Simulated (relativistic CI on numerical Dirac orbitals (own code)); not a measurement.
Mn⁶⁺: M2,3 absorption edge

Computed with this model: Dirac-Coulomb-Breit CI, KLI orbitals optimised for each configuration, model QED, multiplet model of core-to-valence dipole absorption, unscaled Slater integrals; configurations [Ar] 3d → [Ne] 3s2 3p5 3d2; 10 K; Lorentzian 0.8 eV and Gaussian 0.3 eV FWHM. Energies are those of the free ion, without screening or charge transfer. The branching ratio is the share of the lower-energy edge in the whole absorption, uncertain by about 0.02 where the edges overlap. S is read from ⟨S²⟩ = S(S + 1).

Field parameters in Wybourne normalisation: D3d B²₀ = −7Dσ, B⁴₀ = −14Dq − 21Dτ, B⁴₃ = −14√(10/7) Dq; D4h B²₀ = −7Ds, B⁴₀ = 21(Dq − Dt), B⁴₄ = 21√(5/14) Dq; Oh B⁴₀ = 21Dq, B⁴₄ = √(5/14) B⁴₀. The field is a parameter set, without covalency.

free ion: ground-state S = 0.50, centroid 68.17 eV. Peaks (eV, height): 63.8 (82), 69.9 (52), 71.6 (100).

Oh, 10Dq = 13700 cm⁻¹: ground-state S = 0.50, centroid 68.29 eV. Peaks (eV, height): 64.5 (93), 71.4 (100), 72.8 (43).

D3d, 10Dq = 20850, Dσ = -950, Dτ = 210 cm⁻¹: ground-state S = 0.50, centroid 68.34 eV. Peaks (eV, height): 64.9 (96), 71.5 (100), 73.7 (31).

D4h, 10Dq = 15000, Ds = 940, Dt = -270 cm⁻¹: ground-state S = 0.50, centroid 68.32 eV. Peaks (eV, height): 64.8 (91), 71.5 (100), 73.3 (32).

D3d, 10Dq = 15600, Dσ = 920, Dτ = -340 cm⁻¹: ground-state S = 0.50, centroid 68.28 eV. Peaks (eV, height): 64.5 (100), 70.8 (85), 71.5 (90), 72.9 (43).

D3d, 10Dq = 33500, Dσ = -140, Dτ = -330 cm⁻¹: ground-state S = 0.50, centroid 68.41 eV. Peaks (eV, height): 65.7 (100), 71.7 (95), 74.9 (22).

Strongest unbroadened transitions for D4h, 10Dq = 15000, Ds = 940, Dt = -270 cm⁻¹:

| Energy (eV) | Relative strength |
| --- | --- |
| 49.14 | 1.0 |
| 51.58 | 0.7 |
| 52.30 | 0.5 |
| 52.37 | 0.8 |
| 55.65 | 0.7 |
| 60.45 | 0.6 |
| 64.65 | 65.0 |
| 64.73 | 52.2 |
| 65.23 | 27.2 |
| 65.27 | 46.7 |
| 65.36 | 2.8 |
| 70.86 | 41.0 |
| 71.18 | 36.4 |
| 71.51 | 100.0 |
| 71.75 | 30.9 |
| 73.20 | 13.6 |
| 73.31 | 11.8 |
| 73.34 | 17.4 |
